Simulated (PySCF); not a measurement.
A structure optimised at PBE0-D3(BJ)/def2-SVP, used in a PySCF frequency run:

```
S
C 1 1.8162
H 2 1.0978 1 110.25
H 2 1.0981 3 110.39 1 123.02
H 2 1.1005 3 109.29 4 120.44
Se 1 2.1694 2 103.38 3 62.70
O 6 1.8110 1 103.65 2 -80.96
H 7 0.9669 6 106.56 1 -82.00
```

Write its SMILES and formula.

CS[Se]O, CH₄OSSe

What are its rotational constants (standard atomic weights)?

6.9405, 2.1728, 1.9844 GHz
